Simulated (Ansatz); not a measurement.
Relaxation of Cu2Pt with RKS r2SCAN-D4/def2-TZVP.

```sh
$ ansatz run in.yaml --threads 4 --pin off --events-out ev --progress --plain --max-ram 3916MiB
```

```yaml
crystal:
  periodic: [false, false, false]
  atoms:
    - {symbol: Pt, position_ang: [0.196330, -1.294720, 0.140820]}
    - {symbol: Cu, position_ang: [0.654070, 0.860870, 0.848450]}
    - {symbol: Cu, position_ang: [-0.850400, 0.433850, -0.989270]}
basis:
  gaussian: {orbitals: def2-TZVP}
hamiltonian: {xc: r2scan, dispersion: d4}
scf: {lower_state_search: "off"}
output: {orbitals: {seedname: orbitals}}
relax: {f_tol: 0.02, max_steps: 100}
```

Run time 11 s (4 threads of Arm Neoverse V2 on a shared host).

Positions (Å) and forces (eV/Å) at steps 1, 2, 4 of 4:

```xyz
3
step=1 energy=-92530.4882 eV
Pt    0.196   -1.295    0.141    0.108   -0.735    0.076
Cu    0.654    0.861    0.848    0.080    0.410    0.126
Cu   -0.850    0.434   -0.989   -0.188    0.325   -0.202
3
step=2 energy=-92530.5044 eV
Pt    0.200   -1.320    0.143    0.013   -0.092    0.009
Cu    0.653    0.874    0.848   -0.010    0.046   -0.009
Cu   -0.853    0.446   -0.991   -0.003    0.046    0.000
3
step=4 energy=-92530.5049 eV
Pt    0.201   -1.326    0.144    0.000    0.002    0.000
Cu    0.649    0.876    0.844   -0.002   -0.002   -0.002
Cu   -0.850    0.450   -0.988    0.002    0.000    0.002
```

In the def2 sets Pt takes a core potential; there is no spin–orbit coupling. The structure comes from a short search, and lower isomers may exist.
